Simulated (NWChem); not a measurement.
System: CH3O3Re; SMILES [CH3][Re](=[O])(=[O])=[O]

Input file for NWChem:

```
start job
memory heap 200 mb stack 900 mb global 1100 mb
geometry units angstroms noautoz
  Re     0.000000     0.000000     0.017682
  O     -0.384331     1.604346    -0.469952
  O      1.581570    -0.469333    -0.469952
  O     -1.197239    -1.135013    -0.469952
  C      0.000000     0.000000     2.099158
  H      0.760049     0.720441     2.464257
  H      0.243895    -1.018442     2.464257
  H     -1.003944     0.298002     2.464257
end
basis spherical
  * library def2-svp
end
ecp
  Re library def2-ecp
end
dft
  xc mpw1k
  iterations 150
  mulliken
end
task dft energy
```

NWChem printed, in part:

```
             Northwest Computational Chemistry Package (NWChem) 7.3.0
             --------------------------------------------------------

 C3  symmetry detected

                             Geometry "geometry" -> ""
                             -------------------------

 Output coordinates in angstroms (scale by  1.889725989 to convert to a.u.)

  No.       Tag          Charge          X              Y              Z
 ---- ---------------- ---------- -------------- -------------- --------------
    1 Re                  75.0000     0.00000000    -0.00000000     0.07523486
    2 O                    8.0000     1.15874025    -1.17429019     0.56286886
    3 O                    8.0000     0.43759502     1.59064359     0.56286886
    4 O                    8.0000    -1.59633526    -0.41635339     0.56286886
    5 C                    6.0000    -0.00000000     0.00000000    -2.00624114
    6 H                    1.0000     1.01331971     0.26437148    -2.37134014
    7 H                    1.0000    -0.73561228     0.74537487    -2.37134014
    8 H                    1.0000    -0.27770743    -1.00974635    -2.37134014

 Effective nuclear repulsion energy (a.u.)     793.7689771705

      Symmetry information
      --------------------

 Group name             C3
 Group number              5
 Group order               3
 No. of unique centers     4

                                 NWChem DFT Module
                                 -----------------

 Summary of "ao basis" -> "ao basis" (spherical)
 ------------------------------------------------------------------------------
       Tag                 Description            Shells   Functions and Types
 ---------------- ------------------------------  ------  ---------------------
 Re                         def2-svp                12       32   6s3p2d1f
 O                          def2-svp                 6       14   3s2p1d
 C                          def2-svp                 6       14   3s2p1d
 H                          def2-svp                 3        5   2s1p

      Symmetry analysis of basis
      --------------------------

        a          39
        e+         32
        e-         32

  Rotation of axis

            General Information
            -------------------
          SCF calculation type: DFT
          Wavefunction type:  closed shell.
          No. of atoms     :     8
          No. of electrons :    48
           Alpha electrons :    24
            Beta electrons :    24
          Charge           :     0
          Spin multiplicity:     1
          Use of symmetry is: on ; symmetry adaption is: on
          Maximum number of iterations: 150
          AO basis - number of functions:   103
                     number of shells:    45
          Convergence on energy requested:  1.00D-06
          Convergence on density requested:  1.00D-05
          Convergence on gradient requested:  5.00D-04

              XC Information
              --------------
                        MPW1K Method XC Functional
                     Hartree-Fock (Exact) Exchange  0.428
                        mPW91  Exchange Functional  0.572
                Perdew 1991 Correlation Functional  1.000 non-local
            Perdew 1991 LDA Correlation Functional  1.000 local

             Grid Information
             ----------------
          Grid used for XC integration:  medium
          Radial quadrature: Mura-Knowles
          Angular quadrature: Lebedev.
          Tag              B.-S. Rad. Rad. Pts. Rad. Cut. Ang. Pts.
          ---              ---------- --------- --------- ---------
          Re                  1.35      123           9.0       590
          O                   0.60       49          11.0       434
          C                   0.70       49           9.0       434
          H                   0.35       45          10.0       434
          Grid pruning is: on
          Number of quadrature shells:   266
          Spatial weights used:  Erf1

      Superposition of Atomic Density Guess
      -------------------------------------

 Sum of atomic energies:        -349.00538179

      Non-variational initial energy
      ------------------------------

 Total energy =    -341.081035
 1-e energy   =    -937.375042
 2-e energy   =     372.795660
 HOMO         =      -0.382393
 LUMO         =      -0.051207

      Symmetry analysis of molecular orbitals - initial
      -------------------------------------------------

  Numbering of irreducible representations:

     1 a           2 e+          3 e-

  Orbital symmetries:

     1 a           2 e+          3 e+          4 a           5 a
     6 e+          7 e+          8 a           9 a          10 e+
    11 e+         12 a          13 e+         14 e+         15 e+
    16 e+         17 a          18 a          19 e+         20 e+
    21 a          22 e+         23 e+         24 a          25 e+
    26 e+         27 a          28 a          29 e+         30 e+
    31 a          32 e+         33 e+         34 e+

     ---------------------------------------------
      Total Density - Mulliken Population Analysis
     ---------------------------------------------

    Atom       Charge   Shell Charges
 -----------   ------   -------------------------------------------------------
    1 Re  15    11.82   0.05 -0.38  1.83  0.53  0.41  0.08  5.51  0.56  0.15  2.50  0.43  0.15
    2 O    8     9.00   1.99  1.15  0.75  3.09  2.00  0.01
    3 O    8     9.00   1.99  1.15  0.75  3.09  2.00  0.01
    4 O    8     9.00   1.99  1.15  0.75  3.09  2.00  0.01
    5 C    6     6.66   1.99  0.95  0.35  2.07  1.28  0.01
    6 H    1     0.84   0.64  0.17  0.03
    7 H    1     0.84   0.64  0.17  0.03
    8 H    1     0.84   0.64  0.17  0.03

   convergence    iter        energy       DeltaE   RMS-Dens  Diis-err
 ---------------- ----- ----------------- --------- --------- ---------
 d= 0,ls=0.0,diis     1   -343.0227241814 -5.67D+02  4.73D-02  5.26D+00
 d= 0,ls=0.0,diis     2   -339.3450153859  3.68D+00  3.49D-02  4.04D+01
 d= 0,ls=0.0,diis     3   -343.6056780759 -4.26D+00  1.93D-03  2.98D-02
 d= 0,ls=0.0,diis     4   -343.6061634684 -4.85D-04  1.02D-03  2.68D-02
 d= 0,ls=0.0,diis     5   -343.6092765332 -3.11D-03  1.13D-04  2.78D-04
  Resetting Diis
 d= 0,ls=0.0,diis     6   -343.6093102163 -3.37D-05  4.99D-05  3.44D-05
 d= 0,ls=0.0,diis     7   -343.6093151055 -4.89D-06  2.36D-05  2.18D-06
 d= 0,ls=0.0,diis     8   -343.6093147397  3.66D-07  1.59D-05  7.92D-06
 d= 0,ls=0.0,diis     9   -343.6093155015 -7.62D-07  4.31D-06  4.17D-07

         Total DFT energy =     -343.609315501493
      One electron energy =     -939.585415388498
           Coulomb energy =      412.889733738591
    Exchange-Corr. energy =      -40.411981603980
 Nuclear repulsion energy =      223.498347752394

 Numeric. integr. density =       47.999983405595

                  Occupations of the irreducible representations
                  ----------------------------------------------

                     irrep           alpha         beta
                     --------     --------     --------
                     a                10.0         10.0
                     e+               14.0         14.0
                     e-                0.0          0.0

                       DFT Final Molecular Orbital Analysis
                       ------------------------------------

 Vector   22  Occ=2.000000D+00  E=-4.071892D-01  Symmetry=e+
              MO Center=  1.1D-01,  2.1D-02,  5.2D-01, r^2= 3.3D+00
   Bfn.  Coefficient  Atom+Function         Bfn.  Coefficient  Atom+Function
  ----- ------------  ---------------      ----- ------------  ---------------
    65      0.324049  4 O  py                38      0.319154  2 O  pz
    52     -0.306152  3 O  pz                41      0.236213  2 O  pz
    68      0.234126  4 O  py                55     -0.226590  3 O  pz
    36      0.203802  2 O  px                50     -0.204316  3 O  px
     8     -0.197555  1 Re py                39      0.153486  2 O  px

 Vector   23  Occ=2.000000D+00  E=-4.052307D-01  Symmetry=a
              MO Center=  1.1D-13, -3.0D-14, -2.4D-01, r^2= 3.8D+00
   Bfn.  Coefficient  Atom+Function         Bfn.  Coefficient  Atom+Function
  ----- ------------  ---------------      ----- ------------  ---------------
    80      0.283407  5 C  pz                 9      0.256717  1 Re pz
    83      0.242239  5 C  pz                38     -0.234172  2 O  pz
    52     -0.234172  3 O  pz                66     -0.234172  4 O  pz
    77      0.233567  5 C  s                 41     -0.174586  2 O  pz
    55     -0.174586  3 O  pz                69     -0.174586  4 O  pz

 Vector   24  Occ=2.000000D+00  E=-4.027583D-01  Symmetry=a
              MO Center=  1.1D-13, -7.3D-14,  5.4D-01, r^2= 3.2D+00
   Bfn.  Coefficient  Atom+Function         Bfn.  Coefficient  Atom+Function
  ----- ------------  ---------------      ----- ------------  ---------------
    50      0.361987  3 O  px                65      0.363282  4 O  py
    68      0.268882  4 O  py                36     -0.267235  2 O  px
    53      0.267924  3 O  px                37     -0.263698  2 O  py
    39     -0.197793  2 O  px                40     -0.195176  2 O  py
    51     -0.099584  3 O  py                64     -0.094752  4 O  px

 Vector   25  Occ=0.000000D+00  E=-9.818696D-02  Symmetry=e+
              MO Center=  1.6D-01,  3.2D-02,  1.0D-01, r^2= 2.3D+00
   Bfn.  Coefficient  Atom+Function         Bfn.  Coefficient  Atom+Function
  ----- ------------  ---------------      ----- ------------  ---------------
    17      0.715785  1 Re d -1              16     -0.248948  1 Re d -2
    38      0.246349  2 O  pz                52     -0.237786  3 O  pz
    41      0.220346  2 O  pz                55     -0.212687  3 O  pz
    19      0.210299  1 Re d  1              95      0.167750  7 H  s
   100     -0.161937  8 H  s                 36     -0.156721  2 O  px

[...]
```

Level: MPW1K/def2-SVP with def2 effective core potentials on Re. All runs use the structure optimised with PBE-D3(BJ)/def2-SVP. No frequency run checked for a minimum. def2 effective core potentials on Re; no spin-orbit coupling.
